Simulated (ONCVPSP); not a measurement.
**PBE ONCV dataset for cerium (Ce), fully relativistic all-electron reference.**

| Item | Value |
| --- | --- |
| Element | Ce |
| Generator | ONCVPSP 4.0.1 |
| Type | optimised norm-conserving Vanderbilt (ONCV) |
| Functional | PBE |
| Relativity | fully relativistic |
| Frozen core | [Xe] |
| Valence charge | 4 |
| Reference configuration | 4f1 5d1 6s1.75 6p0.25 |
| Partial waves | 6s: rc 3.15 bohr, ncon 4, nbas 7, qcut 1.9 1/bohr, 2 projectors, debl 2.7 Ha; 6p: rc 4.00 bohr, ncon 4, nbas 8, qcut 1.7 1/bohr, 2 projectors, debl 0.4 Ha; 5d: rc 0.90 bohr, ncon 4, nbas 7, qcut 12.3 1/bohr, 2 projectors, debl 3.3 Ha; 4f: rc 0.90 bohr, ncon 3, nbas 7, qcut 13.1 1/bohr, local |
| Local potential | the f channel |
| Core correction | polynomial model core, fcfact 0.55 |

Open shells are filled in proportion to 2j + 1.

All-electron outer shells of the reference configuration (PBE, scalar-relativistic, ld1.x):

```
shell  level (eV)  outermost node (bohr)  outermost maximum (bohr)
   5s      -40.88                   0.75                      1.37
   5p      -23.51                   0.81                      1.55
   4f       -5.67                      –                      0.71
   6s       -3.91                   1.82                      3.72
   5d       -3.29                   0.92                      2.15
   6p       -1.49                   2.15                      4.84
```

(1) Does this generation succeed?

Answers

(1) No. ONCVPSP 4.0.1 stopped with "ERROR pspot: first pseudo wave function has node, program will stop": the optimised pseudo-wave of the first projector has a node, so the radial equation cannot be inverted for a potential. The 5d radius of 0.90 bohr lies inside the outermost node of the all-electron wave at 0.92 bohr. It happened in the d channel.
